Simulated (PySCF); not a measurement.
Excitations are Tamm–Dancoff values on a coarser integration grid. The basis has no diffuse functions, so Rydberg states are missing or too high.

Z-matrix (Å, degrees):
```
N
C 1 1.4633
H 2 1.0983 1 109.49
H 2 1.0983 3 108.38 1 119.37
H 2 1.1054 3 109.20 4 118.86
C 1 1.4633 2 110.72 3 177.85
H 6 1.0983 1 109.48 2 -58.95
H 6 1.0983 7 108.39 1 119.37
H 6 1.1054 7 109.20 8 118.87
C 1 1.4633 2 110.72 3 -58.96
H 10 1.0983 1 109.48 2 59.16
H 10 1.0983 11 108.38 1 -119.37
H 10 1.1054 11 109.20 12 -118.86
Ga 1 2.1517 2 108.20 3 59.45
H 14 1.5857 1 98.68 2 -60.21
H 14 1.5857 15 117.75 11 78.63
H 14 1.5857 15 117.76 16 150.68
```
Charge 0, spin multiplicity 1.

Give the charge on the central atom (Mulliken), S1 excitation (TDA), dipole moment, charge on the central atom (meta-Löwdin) and HOMO at the level PBE0-D3(BJ)/def2-TZVP // PBE0-D3(BJ)/def2-SVP in PySCF.


The charge on the central atom (Mulliken) is 0.07 e, the S1 excitation (TDA) is 6.64 eV and the dipole moment comes out as 4.66 D. The charge on the central atom (meta-Löwdin) is 0.00 e. The HOMO is -7.45 eV.
